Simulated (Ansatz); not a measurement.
Job for Ansatz (a quantum-chemistry and plane-wave program): U-CCSD(T)/def2-TZVPP on H2OSn (SMILES [OH][SnH]), a point of a bond scan (R = 1.445 Å). Elements past Kr take the def2 small-core potentials; no spin–orbit coupling. The run froze 10 orbitals, filled d shells among them.

Ansatz 0.2 input:
```yaml
crystal:
  periodic: [false, false, false]
  atoms:
    - {symbol: Sn, position_ang: [-0.18386056, -0.15025870, 0.19526245]}
    - {symbol: H, position_ang: [-1.45520735, 0.01473920, -1.07212820]}
    - {symbol: O, position_ang: [1.21528417, 0.79939053, -0.86933130]}
    - {symbol: H, position_ang: [0.78130095, 1.25491175, -2.16985026]}
basis:
  gaussian:
    orbitals: def2-TZVPP
correlation: {method: ccsd_t, electrons: outside_noble_gas}
scf: {omitted_lower_state_checks: [cluster_reference]}
magnetization: {spin_polarized: true, initial_magnetization: 0}
```

Output:

```
WARN ansatz: RAYON_NUM_THREADS=1 ignored (pool sized by the plan → 1); use --threads N
Functional definition: HF
these checks for a lower state are left out or cut short: cluster_reference
integrals: 0.22 GiB planned
829 factors; integrals over basis functions are off by at most 8.6e-4 eV
mean field: 0.29 GiB planned
mean field evaluation 1: about -7868.3699 eV, gradient 3.1e1 eV
mean field evaluation 2: about -7868.3731 eV, gradient 3.1e1 eV
mean field evaluation 4: about -7872.3595 eV, gradient 2.0e0 eV
mean field evaluation 8: about -7872.4247 eV, gradient 2.6e-3 eV
mean field evaluation 16: about -7872.5728 eV, gradient 2.0e-1 eV
mean field evaluation 32: about -7871.7426 eV, gradient 4.8e0 eV
mean field evaluation 64: about -7872.4245 eV, gradient 1.1e-1 eV
mean field -7872.57548434 eV, -289.3118128261 hartree, gradient 1.8e-6 eV, S^2 0.347562; 6 other end points of the search recorded, 0 dependent functions left out
10 core orbitals not correlated
reference -7872.57548434 eV, -289.3118128261 hartree; 6, 6 occupied and 93, 93 virtual orbitals, 829 factors
second order -8.89701744 eV of doubles, -0.00000000 eV of singles
coupled cluster: 0.55 GiB planned
cycle   1  -9.00390695 eV  change   -1.1e-1 eV  update   1.3e-1
cycle   2  -9.46662534 eV  change   -4.6e-1 eV  update   6.3e-2
cycle   3  -9.77644210 eV  change   -3.1e-1 eV  update   5.2e-2
cycle   4  -9.88577951 eV  change   -1.1e-1 eV  update   3.1e-2
cycle   5  -9.96885130 eV  change   -8.3e-2 eV  update   1.8e-2
cycle   6  -9.98814200 eV  change   -1.9e-2 eV  update   7.0e-3
cycle   7  -9.99550106 eV  change   -7.4e-3 eV  update   3.5e-3
cycle   8  -9.99810021 eV  change   -2.6e-3 eV  update   1.7e-3
cycle   9  -9.99799600 eV  change    1.0e-4 eV  update   7.1e-4
cycle  10  -9.99795352 eV  change    4.2e-5 eV  update   3.2e-4
cycle  11  -9.99805703 eV  change   -1.0e-4 eV  update   1.6e-4
cycle  12  -9.99806149 eV  change   -4.5e-6 eV  update   8.1e-5
cycle  13  -9.99809780 eV  change   -3.6e-5 eV  update   4.2e-5
cycle  14  -9.99809998 eV  change   -2.2e-6 eV  update   2.3e-5
cycle  15  -9.99809385 eV  change    6.1e-6 eV  update   9.9e-6
coupled cluster: 0.55 GiB planned
perturbative correction -0.43648582 eV, -0.0160405581 hartree
Total energy: -7883.01006401 eV, -289.6952765563 hartree
Checks for a lower state left out: cluster_reference
```

The calculation finished and met its thresholds. Its determinant has ⟨S²⟩ = 0.35, a mixture of spin states.

Cost: about 16 core-seconds (a rough figure).
